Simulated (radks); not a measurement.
Effect of the nuclear size on the niobium ion Nb2+, [Kr] 4d3. Calculated with a radial shooting solver on a logarithmic mesh with Libxc functionals: Dirac Kohn-Sham, relativistic LDA (MacDonald-Vosko exchange, VWN5 correlation), spin-unpolarised, spherical densities, finite nucleus; open shells are shared between the two j in proportion to 2j + 1; Fermi nuclear charge, rms radius 4.324 fm. The rms radius is varied about that value; shifts are against it.

\begin{tabular}{lrrrrrr}
rms radius (fm) & total energy shift (eV) & density at nucleus (e/bohr^3) & 1s1/2 shift (meV) & 2s1/2 shift (meV) & 4s1/2 shift (meV) & 5s1/2 (empty) shift (meV) \\ \hline
3.6754 & -0.349 & 8.3e+04 & -147 & -15.6 & -0.443 & -0.067 \\
3.9175 & -0.225 & 8.246e+04 & -94.5 & -10.0 & -0.285 & -0.043 \\
4.324 & 0 & 8.162e+04 & 0.000 & 0.000 & 0.000 & 0.000 \\
4.644 & 0.191 & 8.102e+04 & 80.3 & 8.53 & 0.242 & 0.037 \\
5.2018 & 0.552 & 8.008e+04 & 232 & 24.7 & 0.701 & 0.106 \\
\end{tabular}

Slopes of the eigenvalues against <r^2> in GHz/fm^2, as finite differences over the two radii next to the reference (eigenvalue slopes, not the field-shift constants of lines): 1s1/2 6800, 2s1/2 722, 4s1/2 20.5, 5s1/2 (empty) 3.11.
